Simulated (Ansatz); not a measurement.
Coupled-cluster run, B2H8Si2 (`B[SiH](B)[SiH3]`).

```yaml
crystal:
  periodic: [false, false, false]
  atoms:
    - {symbol: B, position_ang: [-1.083686, 1.678804, -0.261340]}
    - {symbol: Si, position_ang: [0.313748, 0.587020, 0.620085]}
    - {symbol: B, position_ang: [-0.287829, -0.882246, 1.803811]}
    - {symbol: Si, position_ang: [0.800913, -0.774989, -1.261794]}
    - {symbol: H, position_ang: [-2.128140, 1.164865, -0.534881]}
    - {symbol: H, position_ang: [-0.899773, 2.812291, -0.591919]}
    - {symbol: H, position_ang: [1.581238, 1.278131, 0.988394]}
    - {symbol: H, position_ang: [-1.321298, -1.431643, 1.559013]}
    - {symbol: H, position_ang: [0.373191, -1.285987, 2.713704]}
    - {symbol: H, position_ang: [1.280643, 0.064399, -2.392263]}
    - {symbol: H, position_ang: [-0.418143, -1.509515, -1.686540]}
    - {symbol: H, position_ang: [1.866034, -1.756229, -0.922268]}
basis:
  gaussian: {orbitals: def2-SVP}
correlation: {method: ccsd_t}
```

```sh
$ ansatz run in.yaml --threads 2 --pin off --events-out ev --progress --plain --max-ram 4352MiB
```

Log, shortened:

```
Functional definition: HF
1040 factors; integrals over basis functions are off by at most 1.1e-3 eV
mean field evaluation 1: about -17184.5831 eV, gradient 1.8e1 eV
mean field evaluation 2: about -17184.6056 eV, gradient 1.8e1 eV
mean field evaluation 4: about -17186.5151 eV, gradient 1.4e0 eV
mean field evaluation 8: about -17186.5326 eV, gradient 4.1e-4 eV
mean field -17186.53260853 eV, -631.5934239134 hartree, gradient 1.6e-6 eV, S^2 0.000000; 0 other end points of the search recorded, 0 dependent functions left out
12 core orbitals not correlated: weight in the atoms' cores, before any rotation towards them, 1.000 or more for the frozen orbitals, at most 0.000 for the correlated occupied ones
reference -17186.53260853 eV, -631.5934239134 hartree; 11, 11 occupied and 81, 81 virtual orbitals, 1040 factors
second order -10.05054914 eV of doubles, -0.00000000 eV of singles
cycle   1  -11.56111358 eV  change    -1.5e0 eV  update   9.5e-2
cycle   2  -12.07149839 eV  change   -5.1e-1 eV  update   3.1e-2
cycle   3  -12.11665771 eV  change   -4.5e-2 eV  update   1.3e-2
cycle   4  -12.11175430 eV  change    4.9e-3 eV  update   6.1e-3
cycle   5  -12.10923685 eV  change    2.5e-3 eV  update   2.5e-3
cycle   6  -12.10924508 eV  change   -8.2e-6 eV  update   1.0e-3
cycle   7  -12.10940502 eV  change   -1.6e-4 eV  update   3.4e-4
cycle   8  -12.10948555 eV  change   -8.1e-5 eV  update   1.4e-4
cycle   9  -12.10950374 eV  change   -1.8e-5 eV  update   5.3e-5
cycle  10  -12.10949027 eV  change    1.3e-5 eV  update   2.3e-5
perturbative correction -0.34771714 eV, -0.0127783693 hartree
Total energy: -17198.98981594 eV, -632.0512178418 hartree
```

Hardware: 2 threads of an Intel Xeon Platinum 8488C on a shared host. Wall time 4.1 s, peak host memory 0.45 GiB.

Correlation energy per correlated electron: -0.566 eV. T1 diagnostic: 0.0153.
